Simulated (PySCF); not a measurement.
CH11NOSi3, SMILES [SiH2](OC([SiH3])[SiH3])N.

Geometry optimised at PBE0-D3(BJ)/def2-SVP. This is a generated structure with no PubChem entry under its InChIKey; it may be hypothetical. The values are those of a single conformer.

Method: HF/def2-TZVP (PySCF).

Symmetry labels are those of the subgroup Cs that the program uses (full group Cs).

List the valence orbital energies around the gap with their symmetry. (An estimate is asked for; the answer gives what the named calculation found.)


```tsv
orbital	symmetry	energy (eV)
HOMO−7	A'	-13.41
HOMO−6	A'	-13.21
HOMO−5	A"	-12.95
HOMO−4	A"	-12.92
HOMO−3	A"	-12.71
HOMO−2	A'	-12.15
HOMO−1	A'	-11.51
HOMO	A"	-10.54
LUMO	A'	3.01
LUMO+1	A'	3.23
LUMO+2	A'	3.83
LUMO+3	A"	4.03
```
